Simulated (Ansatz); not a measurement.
The first iterations of a band of BH3O2 + FH + FH (10 atoms, charge 0, multiplicity 1).

All numbers below come from Ansatz 0.2.0, RKS PBE/def2-SVP.

| Property | Result |
| --- | --- |
| movable images | 3 |
| climbing image | yes |
| spring | 5.0 eV/Å² |
| optimiser | quadratic models (default) |
| start path | through a guess of the saddle point |
| force threshold | 0.05 eV/Å |
| iteration limit | 60 |
| end points | relaxed |

First end point:

```xyz
10
Properties=species:S:1:pos:R:3
B -0.906 0.132 0.003
H -1.039 0.697 1.065
O -0.313 -1.137 0.023
O -1.470 0.517 -1.173
H 1.695 0.554 0.353
F 1.315 1.220 -0.233
H 1.017 -1.093 0.784
F 1.860 -0.770 1.174
H -0.288 -1.520 -0.877
H -1.871 1.402 -1.119
```

Last end point:

```xyz
10
Properties=species:S:1:pos:R:3
B -0.099 -0.292 -1.094
H -0.702 1.629 2.053
O 0.004 -1.247 -2.052
O -1.214 -0.098 -0.346
H 1.598 0.041 0.634
F 1.006 0.507 -0.925
H -0.145 1.099 1.987
F 1.440 -0.394 1.458
H -0.802 -1.792 -2.092
H -1.086 0.546 0.378
```

| iteration | highest image above the first end (eV) | largest band force component (eV/Å) |
| --- | --- | --- |
| 1 | 2.533 | 12.644 |
| 2 | 1.045 | 3.319 |
| 3 | 1.074 | 0.961 |
| 4 | 0.929 | 1.285 |
| 5 | 0.615 | 1.787 |
| 6 | 0.397 | 1.700 |
| 7 | 0.383 | 1.517 |
| 8 | 0.371 | 0.915 |
| 9 | 0.367 | 0.632 |
| 10 | 0.371 | 0.417 |
| 11 | 0.368 | 1.224 |
| 12 | 0.375 | 0.351 |
| 13 | 0.434 | 0.591 |

**Question.** Does the band converge within its limit, and where does its top end?

**Answer.** It converged. It ended after 40 iterations with the highest image 0.802 eV above the first end. Neighbouring images differ by up to 1.5 eV, so the band resolves the path poorly. Another band between the same ends (7 images) ends at a top of the same energy, where a vibrational analysis finds 1 clearly imaginary mode. So few images can step over the top or miss a turn of the path. The orbitals stay closed-shell, which can raise the energy where a bond breaks towards radicals; this wasn't checked here.

The run took 2.3 min on 2 threads of Arm Neoverse V2, with other jobs on the host, peak memory 0.12 GiB.
